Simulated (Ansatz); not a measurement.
Ansatz (a program for electronic structure) input (RI-MP2/cc-pV(T+d)Z):
A basis named .json is the Basis Set Exchange file of that set.

Ansatz 0.2 input:
```yaml
crystal:
  periodic: [false, false, false]
  atoms:
    - {symbol: Si, position_ang: [-0.04130857, 0.11299787, -0.00273467]}
    - {symbol: F, position_ang: [0.02507989, -0.41268264, 1.54359336]}
    - {symbol: O, position_ang: [-0.55166706, 1.55633972, -0.24838848]}
    - {symbol: O, position_ang: [1.54078741, -0.18162667, -0.50657288]}
    - {symbol: O, position_ang: [-0.96832461, -1.10386189, -0.71236685]}
    - {symbol: H, position_ang: [1.85491289, 0.63023775, -0.91321448]}
    - {symbol: H, position_ang: [-1.66867771, -0.66487356, -1.20221461]}
basis:
  gaussian:
    orbitals: cc-pV_T+d_Z.json
    fitting: {mean_field: def2-universal-jkfit, correlation: cc-pVTZ-RIFIT.json}
total_charge: -1
magnetization: {spin_polarized: false}
correlation: {method: mp2, electrons: outside_noble_gas}
```

Output:

```
Functional definition: HF
integrals: 0.15 GiB planned
472 factors; integrals over basis functions are off by at most 9.5e-1 eV
506 factors; integrals over basis functions are off by at most 5.4e-1 eV
0.36 GiB of device memory are held for the factors and their scratch space
mean field: 0.55 GiB planned
mean field evaluation 1: about -16718.4568 eV, gradient 4.5e1 eV
mean field evaluation 2: about -16720.7036 eV, gradient 3.0e1 eV
mean field evaluation 4: about -16722.0566 eV, gradient 1.4e0 eV
mean field evaluation 8: about -16722.0616 eV, gradient 2.1e-6 eV
mean field -16722.06161609 eV, -614.5244297707 hartree, gradient 2.1e-6 eV, S^2 0.000000; 0 other end points of the search recorded, 0 dependent functions left out
9 core orbitals not correlated
reference -16722.06161609 eV, -614.5244297707 hartree; 16, 16 occupied and 162, 162 virtual orbitals, 506 factors
second order -29.94506499 eV of doubles, -0.00000000 eV of singles
Total energy: -16752.00668108 eV, -615.6248906117 hartree
```

It need not be the lowest isomer of its formula. Whether it binds its extra electron was not tested at this geometry.
